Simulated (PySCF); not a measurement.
How methods differ on the interval between two levels of Ag⁺

Ag⁺ [Kr] 4d10 → Ag⁺ [Kr] 4d9 5p1 [3F4, M_J = 4], as a difference of total energies. Calculation: PySCF 2.14, in x2c-SVPall-2c with one added diffuse shell each of s, p, d type (7s9p7d1f, 76 functions); the two-component X2C-1e Hamiltonian. Correlated levels: [Ar] 3d10 frozen; the 6 highest virtual spinors dropped. "Screened" scales the spin-orbit matrix elements by Boettger's factors to mimic the two-electron term; Breit and QED terms are absent.

```csv
method,interval between two levels (cm⁻¹),error (cm⁻¹)
GHF (spin-free),76751,-6919
GMP2 (spin-free),84410,+741
GHF (screened spin-orbit),75543,-8126
GMP2 (screened spin-orbit),83198,-472
```

Reference: 83670 cm⁻¹ (measured; NIST Handbook of Basic Atomic Spectroscopic Data (Sansonetti and Martin, J. Phys. Chem. Ref. Data 34, 1559 (2005))).

The spin-free rows relax to the high-spin LS determinant and lack the spin-orbit shift.

Errors of the correlated levels include the incompleteness of this basis and the frozen core.

The labels give the starting determinants; with spin-orbit coupling the two ends relaxed to ⟨J²⟩ = 0.00, ⟨L²⟩ = 0.01, ⟨S²⟩ = 0.01 and ⟨J²⟩ = 20.02, ⟨L²⟩ = 12.03, ⟨S²⟩ = 2.02.
